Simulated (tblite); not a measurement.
C7H9O (doublet state).
Structure used (GFN2-xTB), in Å, numbered top down from 1:
```xyz
17
C7H9O angstrom
C     -2.078   -0.833    0.672
C     -0.852   -0.098    0.242
C     -0.823    1.247    0.049
C      0.338    1.920   -0.356
C      1.523    1.205   -0.577
C      1.565   -0.143   -0.402
O      2.731   -0.820   -0.623
C      0.374   -0.937    0.031
H     -2.355   -1.587   -0.068
H     -2.916   -0.153    0.802
H     -1.905   -1.354    1.615
H     -1.724    1.821    0.211
H      0.323    2.987   -0.499
H      2.419    1.717   -0.890
H      2.603   -1.762   -0.458
H      0.159   -1.719   -0.720
H      0.611   -1.481    0.962
```

Method: GFN2-xTB as coded in tblite; computed harmonic values from a numerical Hessian at the method's own geometry, unscaled. Errors from tens to a few hundred cm⁻¹ against measured bands are possible. One conformer, not necessarily the lowest. Open shells enter through the occupations alone, without spin polarisation, and single modes of such species can be off by tens of per cent.

Harmonic wavenumbers (cm⁻¹): 91.5, 115.4, 206.0, 282.4, 318.3, 326.9, 409.4, 449.5, 460.2, 488.6, 491.4, 729.0, 731.6, 847.5, 884.6, 900.1, 923.9, 926.8, 1005.9, 1022.5, 1078.7, 1139.7, 1148.4, 1154.8, 1194.1, 1243.1, 1285.7, 1336.0, 1361.1, 1404.6, 1418.0, 1437.0, 1479.1, 1483.9, 1547.7, 1621.6, 2766.4, 2826.7, 2962.7, 2984.7, 3047.9, 3068.8, 3099.9, 3114.0, 3528.3.

A = 3557, B = 1752, C = 1191 MHz; mass 109.065 u (most abundant isotopes); point group Cs, symmetry number 1; spin multiplicity 2.

Task: Zero-point energy?

Result: Half the sum of the wavenumbers: 30172 cm⁻¹ = 86.27 kcal/mol.

Task: Entropy at 273.15 K, 1 bar (ideal gas, RRHO, classical rotation)?

Result: Translation 39.57, rotation 27.90, vibration 16.71, spin (R ln 2) 1.38: S = 85.6 cal/(mol K).

Task: And Cp and H(273.15 K) − H(0)?

Result: Cp = 30.16 cal/(mol K), of which vibrations give 22.21 (their classical limit is 45 R = 89.4); H(273.15 K) − H(0) = 4.88 kcal/mol without the zero-point energy, 2.71 from vibrations.

Task: What must be added to the electronic energy to get the Gibbs energy at 273.15 K and 1 bar?

Result: ZPE + [H(273.15 K) − H(0)] − T·S = 86.27 + 4.88 − 23.37 = 67.78 kcal/mol.

Task: Which modes carry the vibrational entropy at 273.15 K?

Result: 91.5 cm⁻¹: 3.46; 115.4 cm⁻¹: 3.01; 206.0 cm⁻¹: 1.92; 282.4 cm⁻¹: 1.37; 318.3 cm⁻¹: 1.18; 326.9 cm⁻¹: 1.14 cal/(mol K); the other 39 give 4.64 together.

Hindered rotation and anharmonicity are outside this model. Other conformers, if any are populated, would add a mixing term that is left out.
